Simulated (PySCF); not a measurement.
# ZrN₂ + Cl₂ → ZrCl₂ + N₂

Level: PBE0 in the def2-TZVP basis family, computed in PySCF with density fitting; scalar-relativistic core potentials for atoms from Rb on, none lighter, no spin–orbit coupling; open shells unrestricted.

```json
{"species": "ZrN₂", "state and structure": "triplet, C2v, N–N 1.226 Å, Zr–N 2.024 Å (×2); N–N–Zr 72.4° (×2), N–Zr–N 35.3°", "E (Eh)": "-156.36629", "ZPE (kJ/mol)": "15.7", "H(298 K) − H(0) (kJ/mol)": "11.0", "S° (J/(mol K))": "272.0"}
{"species": "Cl₂", "state and structure": "singlet, D∞h, Cl–Cl 1.982 Å", "E (Eh)": "-920.08940", "ZPE (kJ/mol)": "3.5", "H(298 K) − H(0) (kJ/mol)": "9.1", "S° (J/(mol K))": "222.5"}
{"species": "ZrCl₂", "state and structure": "triplet, C2v, Zr–Cl 2.347 Å (×2); Cl–Zr–Cl 143.2°", "E (Eh)": "-967.25563", "ZPE (kJ/mol)": "4.9", "H(298 K) − H(0) (kJ/mol)": "13.8", "S° (J/(mol K))": "314.0"}
{"species": "N₂", "state and structure": "singlet, D∞h, N–N 1.089 Å", "E (Eh)": "-109.44629", "ZPE (kJ/mol)": "14.9", "H(298 K) − H(0) (kJ/mol)": "8.7", "S° (J/(mol K))": "191.4"}
```

What is the electronic reaction energy?

At PBE0/def2-TZVP, ΔE = -646.5 kJ/mol from the differences of the total energies times 2625.5, downhill. 

Add zero-point, thermal and entropy terms for 298.15 K and 1 bar.

ΔZPE = 0.6 and Δ[H(298) − H(0)] = 2.4 kJ/mol give ΔH° = -643.5 kJ/mol. ΔS° = 10.9 J/(mol K), so ΔG° = -643.5 − 298.15 × (0.0109) = -647 kJ/mol.

Open d or f shells are single determinants, so the state found may not be the ground state. Each species is the lowest minimum found with this bonding; other isomers or fragments can lie lower.
